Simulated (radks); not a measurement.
Task: Er I, configuration [Xe] 4f12 6s2. Calculated with a radial shooting solver on a logarithmic mesh with Libxc functionals: scalar-relativistic Kohn-Sham, PBE, spin-polarised, spherical densities, point nucleus; open shells are filled with parallel spins first (spin-orbit coupling, left out, can overturn this in heavy ions); hard spherical wall at 2.5 bohr. Some entries of the table are withheld. Estimate them.

orbital,occ.,eigenvalue (eV),<r> (bohr),r(max) (bohr)
1s down,1,-57338.40,0.02037,0.01286
1s up,1,-57338.40,0.02037,0.01286
2s up,1,-9601.874,0.08646,0.07323
2s down,1,-9601.856,0.08646,0.07323
2p up,3,-8487.235,0.07672,0.05956
2p down,3,-8487.222,0.07672,0.05956
3s up,1,-2124.242,0.2254,0.2072
3s down,1,-2123.438,0.2253,0.2072
3p up,3,-1785.269,0.2246,0.2039
3p down,3,-1784.465,0.2245,0.2039
3d up,5,-1361.125,0.2039,0.1664
3d down,5,-1360.513,0.2038,0.1664
4s up,1,-392.1006,0.5087,0.4740
4s down,1,-390.3802,0.5087,0.4740
4p up,3,-280.7968,0.5401,0.4957
4p down,3,-279.1014,0.5402,0.4956
4d up,5,-131.9240,0.5870,0.5125
4d down,5,-130.2593,0.5873,0.5125
5s up,1,-23.8236,1.227,1.130
5s down,1,-22.9956,1.230,1.133
5p up,3,2.8792,1.343,1.282
5p down,3,3.5460,1.347,1.287
4f up,7,28.9914,0.7940,0.5140
4f down,5,30.4498,0.8009,0.5148
5d up,0,40.2067,1.485,1.526
5d down,0,40.7058,1.487,1.530
6s up,1,78.4800,1.543,1.892
6s down,1,79.0486,1.542,1.893
6p up,0,103.7395,1.510,1.944
6p down,0,104.3491,1.509,1.946
7s up,0,(1),(2),2.131
7s down,0,(3),(4),2.131

Result: 
(1) 7s up eigenvalue (eV): 237.6186
(2) 7s up <r> (bohr): 1.475
(3) 7s down eigenvalue (eV): 238.2884
(4) 7s down <r> (bohr): 1.474
